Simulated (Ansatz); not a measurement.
`C#[C][AlH][GeH3]`. The species carries charge 0 and has multiplicity 1.

```xyz
9

C     0.438    2.850   -0.612
C     0.005    1.861   -0.062
Al   -0.649    0.277    0.771
Ge    0.142   -1.904   -0.080
H     0.816    3.723   -1.094
H    -1.686    0.424    1.956
H     1.607   -1.857   -0.552
H     0.027   -3.027    0.968
H    -0.701   -2.347   -1.294
```

**Question.** What are the harmonic wavenumbers in cm⁻¹ at PBE0-D4/def2-TZVP (Ansatz, finite differences of forces, unscaled)? (An estimate is asked.)

**Answer.** Computed: 8i, 76, 181, 242, 312, 326, 430, 481, 586, 652, 713, 756, 792, 883, 885, 1937, 2119, 2120, 2132, 2138, 3456.
